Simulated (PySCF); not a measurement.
Si(F)(OH)(SH)2 (FH₃OS₂Si), SMILES O[Si](F)(S)S. Atoms are numbered in the order given.

```xyz
8

O     -0.2914    -0.7264     1.7209
Si    -0.2758    -0.1362     0.1634
F     -1.7673    -0.3334    -0.4783
S      1.2356    -1.2445    -0.8471
S      0.0591     1.9650    -0.0574
H     -1.0012    -0.3666     2.2842
H      1.0667    -2.3185    -0.0228
H      1.3173     1.8766     0.4595
```
Charge 0, spin multiplicity 1.

Coordinates come from a PBE-D3(BJ)/def2-SVP optimisation. This is a generated structure with no PubChem entry under its InChIKey; it may be hypothetical. The values are those of a single conformer.

Two levels are set side by side: PBE/pcSseg-1 (PySCF) and HF/pcSseg-1 (PySCF). GIAO shifts against CFCl3 (¹⁹F), H2O (¹⁷O), H2S (³³S), TMS (²⁹Si), TMS (¹H) at the same level; non-relativistic, no solvent, atoms listed together averaged. Differences are taken from unrounded values.

| quantity | HF |
|---|---|
| δ(¹⁷O) of O1 (ppm) | 68.6 |
| δ(²⁹Si) of Si2 (ppm) | -0.3 |
| δ(¹⁹F) of F3 (ppm) | -94.9 |
| δ(¹H) of H6 (ppm) | 3.26 |

**Question.** What does PBE give, and how far is it from HF? (An estimate is asked for; the answer gives what the named calculation found.)

**Answer.** 
```csv
quantity,PBE,PBE minus HF
δ(¹⁷O) of O1 (ppm),112.1,43.6
δ(²⁹Si) of Si2 (ppm),12.0,12.4
δ(¹⁹F) of F3 (ppm),-127.7,-32.8
δ(¹H) of H6 (ppm),2.90,-0.36
```

Rough cost on one machine, each run with all the roots and properties that it gave: HF against PBE within a factor of 2.
